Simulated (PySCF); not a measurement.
Predicted microwave data (PBE0/pcSseg-1 in PySCF (dipole) on a GFN2-xTB geometry, gas phase) for one isomer of C5H12OP2:

| Item | Value |
| --- | --- |
| Rotational constants | A = 1974, B = 992.6, C = 803.2 MHz |
| Dipole components | \|μa\| = 0.68 D, \|μb\| = 0.66 D, \|μc\| = 3.25 D |
| Inertial defect | -135.97 u·Å² |
| κ | -0.68 |

Task: Which candidate fits, each taken in the one conformer that was computed?
A. `[CH2:1]=[C:2]([CH3:3])[P@@:4]([CH3:5])(=[O:6])[CH2:7][PH2:8]` with C1–C2–P4–C5 57°, C2–P4–C7–P8 -68°, P4–C7–P8–H -42° and 50°
B. `[CH3:1]/[CH:2]=[CH:3]\[P@H:4](=[O:5])[P:6]([CH3:7])[CH3:8]` with C2–C3–P4–O5 -175°, C3–P4–P6–C7 79°
C. `[CH3:1]/[CH:2]=[CH:3]/[P@@H:4](=[O:5])[CH2:6][PH:7][CH3:8]` with C2–C3–P4–O5 -3°, C3–P4–C6–P7 161°, P4–C6–P7–C8 82°
D. `[CH3:1][P:2]1[CH2:3][CH2:4][PH:5](=[O:6])[CH2:7][CH2:8]1` with C1–P2–C3–C4 169°, P2–C3–C4–P5 -66°, C3–C4–P5–O6 179°, C4–P5–C7–C8 -51°
E. `[PH2:1][CH2:2][P:3]1[CH2:4][CH2:5][O:6][CH2:7][CH2:8]1` with H–P1–C2–P3 44° and -48°, P1–C2–P3–C4 82°, C2–P3–C4–C5 154°, P3–C4–C5–O6 -65°, C4–C5–O6–C7 66°, C5–O6–C7–C8 -66°
F. `[CH2:1]=[CH:2][P@@:3](=[O:4])([CH2:5][CH3:6])[CH2:7][PH2:8]` with C1–C2–P3–O4 1°, C2–P3–C5–C6 -69°, C2–P3–C7–P8 -169°, P3–C7–P8–H -154° and -61°

Result: F. It is C=C[P@@](=O)(CC)CP, an asymmetric top, point group C1. The candidates at the same level (rigid rotor, commonest isotopes):

```
              SMILES  A (MHz)  B (MHz)  C (MHz)  μa (D)  μb (D)  μc (D)  Δ (u·Å²)  point group                        rotor
 C/C=C/[P@@H](=O)CPC     3944    600.9    560.7    1.59    2.90    1.37    -67.86           C1  near-prolate asymmetric top
          PCP1CCOCC1     3389    746.7    660.5    0.45    0.32    0.03    -60.76           C1  near-prolate asymmetric top
  C=C[P@@](=O)(CC)CP     1974    992.6    803.2    0.68    0.66    3.25   -135.97           C1               asymmetric top
    CP1CC[PH](=O)CC1     3141    930.8    788.0    4.37    0.00    1.86    -62.51           Cs               asymmetric top
C/C=C\[P@H](=O)P(C)C     1998     1023    873.7    1.65    2.92    0.04   -168.62           C1               asymmetric top
C=C(C)[P@@](C)(=O)CP     1636     1129    960.5    1.62    0.77    3.19   -230.42           C1               asymmetric top
```

`C/C=C\[P@H](=O)P(C)C` has C 9 % too high; `C/C=C/[P@@H](=O)CPC` has A 100 % too high; `PCP1CCOCC1` has A 72 % too high; `C=C(C)[P@@](C)(=O)CP` has C 20 % too high; `CP1CC[PH](=O)CC1` has A 59 % too high. No structure here is proved a minimum.
